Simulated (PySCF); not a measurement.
Si(F)3(NH2) (F₃H₂NSi), SMILES F[Si](N)(F)F. Heavy atoms are numbered as in [NH2:1][Si:2]([F:3])([F:4])[F:5]. Hydrogens are named by the atom that carries them.

Geometry optimised at B3LYP-D3(BJ)/def2-SVP. One conformer was computed; it need not be the lowest.

All values below come from HF/def2-TZVP (PySCF).

ESP charges are fitted to the potential on shells at 1.4 to 2.0 van der Waals radii. Atomic charges (e), one atom of each kind:

```
atom      Löwdin  ESP fit  meta-Löwdin
--------  ------  -------  -----------
N1 (NH2)   -0.23    -1.25            …
Si2        -0.03     1.44            …
F3         -0.02    -0.37            …
H on N1     0.17     0.47            …
```

Q: Complete the blanks. (Estimate from the structure and the level; the computed values follow.)

A: 
- N1 (NH2), meta-Löwdin: -0.79
- Si2, meta-Löwdin: 1.91
- F3, meta-Löwdin: -0.54
- H on N1, meta-Löwdin: 0.26

Computed Mayer and Wiberg (Löwdin basis) orders of the bonds:
```tsv
bond	Mayer	Wiberg
N1–Si2	1.18	1.56
Si2–F3	1.01	1.63
Si2–F4	1.01	1.63
Si2–F5	1.00	1.63
```
